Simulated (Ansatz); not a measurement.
# Ligand exchange: GeHCl3 + InH3 → GeH2Cl2 + InH2Cl

Gas-phase species: GeHCl3 `[Cl][GeH]([Cl])[Cl]`, singlet; InH3 `[InH3]`, singlet; GeH2Cl2 (dichlorogermane) `[Cl][GeH2][Cl]`, singlet; InH2Cl `[Cl][InH2]`, singlet. The partners trade Cl for H: Ge–Cl and In–H bonds give way to Ge–H and In–Cl.

Shapes, held fixed at every level: PBE0-D4/def2-TZVP. Programs: Ansatz 0.2.0. The zero-point and thermal change to 298 K, harmonic and unscaled (PBE0-D4/def2-TZVP), is +5.0 kJ/mol.

```tsv
level	kind	ΔH(298 K) (kJ/mol)	less CCSD(T)/def2-TZVPP
HF/def2-SVP	Hartree–Fock	-70.3	-13.7
HF/def2-TZVPP	Hartree–Fock	-68.3	-11.7
BHLYP-D4/def2-TZVPP	global hybrid	-60.3	-3.7
r2SCAN0-D4/def2-TZVPP	global hybrid	-58.9	-2.3
wB97M-V/def2-TZVPP	range-separated hybrid	-55.7	+0.9
B2PLYP/def2-TZVPP	double hybrid	-61.2	-4.6
CCSD/def2-TZVPP	coupled cluster or CI	-58.5	-1.9
CCSD(T)/def2-TZVPP	coupled cluster or CI	-56.6	0.0
```

The highest level, CCSD(T)/def2-TZVPP, gives ΔH(298 K) = -56.6 kJ/mol; the levels span -70.3 to -55.7. The column of differences is taken from that level and isn't an error. No measured value is set beside it here. For atoms past krypton def2 sets carry core potentials with scalar relativity. Relativity is left out for Ge. Outer-core shells of Ge, In are correlated, in sets that cover them unevenly.
